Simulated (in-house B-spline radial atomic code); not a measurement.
Whole-atom quantities along the 11-electron series, configuration [Ne] 3s1. Computed with a B-spline radial code for spherical atoms: non-relativistic Hartree-Fock, average of the configuration, point nuclei.

This level leaves out relativity, spin-orbit splitting included, which matters for heavy ions.

| ion | Z | E/Z² (Eh) | Σ<r²> (bohr²) | n(0)/Z³ (bohr⁻³) | Lamb diamagnetic shielding (ppm) | repulsion over attraction |
| --- | --- | --- | --- | --- | --- | --- |
| Cu18+ | 29 | -1.7452 | 0.83326 | 0.68214 | 1945.02 | 0.076233 |
| Zn19+ | 30 | -1.7548 | 0.76705 | 0.68352 | 2018.01 | 0.073862 |
| Ga20+ | 31 | -1.7639 | 0.70848 | 0.68483 | 2090.99 | 0.071631 |
| Ge21+ | 32 | -1.7724 | 0.65642 | 0.68605 | 2163.98 | 0.06953 |
| As22+ | 33 | -1.7805 | 0.60992 | 0.68722 | 2236.96 | 0.067547 |
| Se23+ | 34 | -1.7881 | 0.56822 | 0.68832 | 2309.94 | 0.065672 |
| Br24+ | 35 | -1.7953 | 0.53067 | 0.68936 | 2382.93 | 0.063898 |
| Kr25+ | 36 | -1.8021 | 0.49674 | 0.69035 | 2455.91 | 0.062215 |
| Rb26+ | 37 | -1.8086 | 0.46598 | 0.69129 | 2528.89 | 0.060619 |
| Sr27+ | 38 | -1.8147 | 0.438 | 0.69218 | 2601.87 | 0.059101 |
| Zr29+ | 40 | -1.8261 | 0.38913 | 0.69385 | 2747.83 | 0.056282 |
| Nb30+ | 41 | -1.8315 | 0.36772 | 0.69462 | 2820.81 | 0.05497 |
| Mo31+ | 42 | -1.8365 | 0.34803 | 0.69537 | 2893.79 | 0.053717 |
| Tc32+ | 43 | -1.8414 | 0.32988 | 0.69607 | 2966.76 | 0.05252 |
| Ru33+ | 44 | -1.846 | 0.31313 | 0.69675 | 3039.74 | 0.051375 |
| Rh34+ | 45 | -1.8505 | 0.29762 | 0.69741 | 3112.72 | 0.050278 |
| Pd35+ | 46 | -1.8547 | 0.28324 | 0.69803 | 3185.7 | 0.049227 |
| Ag36+ | 47 | -1.8588 | 0.26987 | 0.69863 | 3258.67 | 0.048219 |
| Cd37+ | 48 | -1.8628 | 0.25744 | 0.69921 | 3331.65 | 0.047251 |
| In38+ | 49 | -1.8665 | 0.24584 | 0.69976 | 3404.63 | 0.046321 |
| Sn39+ | 50 | -1.8702 | 0.23502 | 0.70029 | 3477.61 | 0.045427 |
| Sb40+ | 51 | -1.8737 | 0.22489 | 0.70081 | 3550.58 | 0.044566 |
| Te41+ | 52 | -1.877 | 0.21541 | 0.7013 | 3623.56 | 0.043738 |
| I42+ | 53 | -1.8803 | 0.20651 | 0.70178 | 3696.53 | 0.042939 |

Q: With what power of Z does the column «Σ<r²> (bohr²)» change over this range?

A: A fit of the logarithm of its size against log Z from Z = 29 to 53 has slope -2.31. Unscreened non-relativistic hydrogenic orbitals would give -2.
